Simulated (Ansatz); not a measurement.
Abridged output of a molecular run in Ansatz:

```
Functional definition: HF
1699 factors; integrals over basis functions are off by at most 1.3e-3 eV
mean field evaluation 1: about -147221.3997 eV, gradient 3.1e1 eV
mean field evaluation 2: about -147221.4067 eV, gradient 3.1e1 eV
mean field evaluation 4: about -147224.5982 eV, gradient 2.8e0 eV
mean field evaluation 8: about -147224.6435 eV, gradient 1.4e-4 eV
mean field -147224.64346926 eV, -5410.4058550477 hartree, gradient 1.7e-6 eV, S^2 0.000000; 0 other end points of the search recorded, 0 dependent functions left out
49 core orbitals not correlated: weight in the atoms' cores, before any rotation towards them, 1.000 or more for the frozen orbitals, at most 0.000 for the correlated occupied ones
reference -147224.64346926 eV, -5410.4058550477 hartree; 33, 33 occupied and 104, 104 virtual orbitals, 1699 factors
second order -32.64737018 eV of doubles, -0.00000000 eV of singles
cycle   1  -33.92384959 eV  change    -1.3e0 eV  update   1.2e-1
cycle   2  -34.68174268 eV  change   -7.6e-1 eV  update   3.4e-2
cycle   3  -34.79726898 eV  change   -1.2e-1 eV  update   1.6e-2
cycle   4  -34.78759212 eV  change    9.7e-3 eV  update   3.5e-3
cycle   5  -34.78654020 eV  change    1.1e-3 eV  update   1.2e-3
cycle   6  -34.78579538 eV  change    7.4e-4 eV  update   3.8e-4
cycle   7  -34.78564834 eV  change    1.5e-4 eV  update   1.2e-4
cycle   8  -34.78570763 eV  change   -5.9e-5 eV  update   3.9e-5
perturbative correction -0.90672944 eV, -0.0333216924 hartree
Total energy: -147260.33590632 eV, -5411.7175279167 hartree
```

Its atoms:

Z-matrix (Å, degrees):
```
Si
Cl 1 2.038
Cl 1 2.038 2 108.7
Cl 1 2.041 2 108.5 3 117.8
Ge 1 2.373 2 110.4 3 -121.3
Si 5 2.373 1 109.8 2 60.1
H 5 1.535 1 109.1 2 -59.5
H 5 1.535 1 109.2 2 179.8
Cl 6 2.041 5 110.2 1 179.7
Cl 6 2.038 5 110.4 1 -60.4
Cl 6 2.038 5 110.4 1 59.8
```

(1) Which basis set was used?
A. def2-SVP
B. def2-TZVPPD
C. cc-pV(Q+d)Z
D. def2-QZVPP

(2) Write the keys of the input that set method, charge and spin (a neutral closed shell needs none for the last two).

Results:

(1) A. It gives 186 functions.

(2) 
```yaml
correlation: {method: ccsd_t}
```
